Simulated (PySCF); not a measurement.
Ge(F)4 anion (F4Ge), SMILES [F][Ge]([F])([F])[F] (connectivity only; charge and spin as stated), charge -1, multiplicity 2.

Geometry optimised at B3LYP-D3(BJ)/def2-SVPD. The multiplicity is an assumed one; other spin states were not compared. The isomer is the one that the SMILES or the coordinates give; other isomers of the formula were not compared.

Two levels are set side by side: PBE/def2-SVPD (PySCF) and r2SCAN/def2-SVPD (PySCF). Same geometry, gas phase. Differences are taken from unrounded values.

```
quantity                     r2SCAN
---------------------------  ------
α-spin orbital gap (eV)        5.04
β-spin orbital gap (eV)        5.22
mean polarisability (bohr³)    44.1
```

**Question.** What does PBE give, and how far is it from r2SCAN? (An estimate is asked for; the answer gives what the named calculation found.)

**Answer.** 
| quantity | PBE | PBE minus r2SCAN |
|---|---|---|
| α-spin orbital gap (eV) | 4.50 | -0.55 |
| β-spin orbital gap (eV) | 4.30 | -0.92 |
| mean polarisability (bohr³) | 48.0 | 3.8 |

Rough cost on one machine, each run with all the roots and properties that it gave: r2SCAN against PBE about 2 times.
